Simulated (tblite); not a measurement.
C₆H₁₇Si₂ (SMILES [CH2][Si](C)(C)[Si](C)(C)C), doublet, geometry from GFN2-xTB; tblite with GFN1-xTB with ALPB(water).

Input for tblite:
```
$ tblite run mol.xyz --method gfn1 --charge 0 --spin 1 --alpb water --json tblite.json --no-restart

# file mol.xyz
25

C      1.74632956    -1.06068855    -1.60790486
Si     1.22715392    -0.24679256    -0.06002972
C      2.11601532     1.43233999     0.16123853
C      1.62043061    -1.34603485     1.45499638
Si    -1.12279911     0.19036732    -0.02170789
C     -1.98472460    -0.72652537     1.42182627
C     -1.48800078     2.06070472     0.16845416
C     -1.93713040    -0.39644048    -1.64872544
H      1.93701080    -0.50855545    -2.51252301
H      1.65153745    -2.12259818    -1.75929420
H      3.18944539     1.29881857     0.25038051
H      1.77402214     1.95625688     1.04881870
H      1.93614493     2.07811143    -0.69193467
H      1.27319334    -0.89677933     2.38066784
H      2.68838985    -1.51419024     1.55062760
H      1.14346056    -2.31602590     1.36076740
H     -3.05746453    -0.55299665     1.41576845
H     -1.82640826    -1.79851035     1.35467695
H     -1.60653518    -0.40044136     2.38593932
H     -2.55603293     2.25951322     0.14234189
H     -1.10648657     2.44965117     1.10762296
H     -1.02925194     2.63273820    -0.63220977
H     -3.00722211    -0.20781728    -1.65083125
H     -1.79058570    -1.46140115    -1.79886569
H     -1.51170295     0.11404714    -2.50693647
```

What the program printed (banner, timings and long lists left out):

```
xTB calculator
 | screened Coulomb repulsion
 | Coulomb electrostatics
 |  * isotropic Klopman-Ohno-Mataga-Nishimoto electrostatics
 |  * onsite third-order electrostatics
 | DFT-D3(BJ) dispersion correction
 | Interactions (3)
 | [1] alpb/gbsa reaction field model
 | [2] cds contribution to solvation
 | [3] empirical free energy shift and standard state/solvent correction

halogen bonding energy    0.0000000000000E+00 Eh
repulsion energy          3.7217122127318E-01 Eh
dispersion energy        -1.2427074954523E-02 Eh
interaction energy        1.4304779624430E-03 Eh
number of electrons       4.9000000000000E+01 e
integral cutoff           2.8146159136829E+01 bohr

------------------------------------------------------------
  cycle        total energy    energy error   density error
------------------------------------------------------------
      1     -25.45439626590  -2.5815571E+01   5.7768216E-01
      2     -25.47082148749  -1.6425222E-02   3.2910670E-01
      3     -25.44287970359   2.7941784E-02   9.6055471E-02
      4     -25.47553235923  -3.2652656E-02   1.3781968E-02
      5     -25.47612497221  -5.9261299E-04   2.8196886E-03
      6     -25.47613442128  -9.4490663E-06   5.6884144E-04
      7     -25.47613538204  -9.6076160E-07   2.5964136E-04
      8     -25.47613534977   3.2274652E-08   1.2523768E-04
      9     -25.47613539703  -4.7261675E-08   9.4153278E-06
------------------------------------------------------------

electronic energy        -2.5837310021311E+01 Eh
total energy             -2.5476135397030E+01 Eh

Post processing:
 | Mayer-Wiberg bond orders

[Info] JSON dump of results written to 'tblite.json'
```
